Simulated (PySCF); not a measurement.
C2H5FSi, SMILES C=C[SiH2]F.

Geometry: B3LYP-D3(BJ)/def2-SVP. One conformer was computed; it need not be the lowest.

These are B3LYP-D3(BJ)/def2-SVP run with PySCF 2.14.0 values and carry that method's errors.

Frequencies are harmonic and unscaled.

| mode | ν (cm⁻¹) | IR (km/mol) | moving atoms (share of kinetic energy) |
|---|---|---|---|
| 1 | 118 | 0.4 | H 48 %, C 36 %, F 9 % |
| 2 | 166 | 2.3 | F 45 %, C 35 %, H 16 % |
| 3 | 413 | 0.0 | H 88 %, C 11 % |
| 4 | 414 | 17.8 | C 40 %, Si 28 %, H 18 %, F 14 % |
| 5 | 666 | 11.2 | C 50 %, H 24 %, Si 23 % |
| 6 | 696 | 122.2 | H 65 %, Si 18 %, C 13 % |
| 7 | 734 | 1.6 | H 91 % |
| 8 | 854 | 23.2 | F 51 %, H 30 %, Si 19 % |
| 9 | 930 | 251.6 | H 67 %, Si 22 %, F 8 % |
| 10 | 973 | 125.3 | H 94 % |
| 11 | 1001 | 23.8 | H 72 %, C 28 % |
| 12 | 1021 | 67.7 | H 77 %, C 13 %, Si 9 % |
| 13 | 1038 | 13.7 | H 93 % |
| 14 | 1275 | 0.7 | H 72 %, C 28 % |
| 15 | 1418 | 14.9 | H 83 %, C 17 % |
| 16 | 1667 | 9.2 | C 85 %, H 15 % |
| 17 | 2234 | 155.3 | H 96 % |
| 18 | 2238 | 115.8 | H 98 % |
| 19 | 3117 | 10.1 | H 94 % |
| 20 | 3129 | 4.7 | H 92 % |
| 21 | 3214 | 5.1 | H 89 %, C 11 % |
